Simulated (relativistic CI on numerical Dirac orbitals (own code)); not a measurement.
## Tm4+: M4,5 absorption edge

Computed with this model: Dirac-Coulomb-Breit CI, orbitals from a KLI potential per configuration, model QED (radiative potential, 1s self-energy scaled to tabulated hydrogen-like ionisation energies), valence Slater integrals scaled by 0.7, multiplet model of core-to-valence dipole absorption; configurations [Xe] 4f11 → [Ar] 3d9 4s2 4p6 4d10 4f12 5s2 5p6; 300 K; Lorentzian 0.6 eV and Gaussian 0.4 eV FWHM. Energies are those of the free ion, without screening or charge transfer. The branching ratio is the share of the lower-energy edge in the whole absorption, uncertain by about 0.02 where the edges overlap. S is read from ⟨S²⟩ = S(S + 1).

free ion: ground-state S = 1.47, centroid 1470.17 eV, branching ratio 0.938. Peaks (eV, height): 1465.7 (56), 1468.0 (100), 1470.2 (17), 1511.3 (7).

The statistical ratio of this edge is 3/5 = 0.600. Values above it arise where the holes sit mainly in the j = l + 1/2 valence subshell or the ground state has high spin; values below it where core-valence Coulomb terms move weight to the upper edge, as in nearly empty shells.

Strongest unbroadened transitions for free ion:

```tsv
Energy (eV)	Relative strength
1464.77	4.7
1465.23	0.1
1465.65	54.6
1466.46	0.0
1467.18	2.9
1467.97	100.0
1469.02	2.5
1470.23	14.0
1470.86	0.0
1471.68	1.5
1471.99	1.4
1511.24	5.7
1511.70	2.9
1512.50	3.1
1515.23	0.2
1515.75	0.1
```
